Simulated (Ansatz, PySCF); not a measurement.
germanium monotelluride anion (GeTe), SMILES [Ge]=[Te] (connectivity only; charge and spin as stated), charge -1, multiplicity 2. Atoms are numbered in the order given.

```xyz
2

Ge     0.0000     0.0000    -1.5223
Te     0.0000     0.0000     0.9394
```
Charge -1, spin multiplicity 2.

Coordinates come from a PBE0-D3(BJ)/def2-TZVPD optimisation. The multiplicity is an assumed one; other spin states were not compared. The def2 effective core potentials stand for the cores of Te; spin–orbit coupling is left out.

Two levels are set side by side: PBE-D3(BJ)/def2-TZVPD (Ansatz, a first-principles code) and PBE0-D3(BJ)/def2-TZVPD (Ansatz). Each level has its own optimised geometry; the coordinates shown are those of the second. Frequencies come from the Hessian of PySCF at each geometry. Differences are taken from unrounded values.

| quantity | PBE0-D3(BJ) | PBE-D3(BJ) | PBE-D3(BJ) minus PBE0-D3(BJ) |
|---|---|---|---|
| bond Ge1–Te2 (Å) | 2.462 | 2.490 | 0.029 |
| highest harmonic wavenumber (cm⁻¹) | 271 | 256 | -15 |
| mean harmonic wavenumber (cm⁻¹) | 271 | 256 | -15 |
| zero-point energy (kcal/mol) | 0.39 | 0.37 | -0.02 |
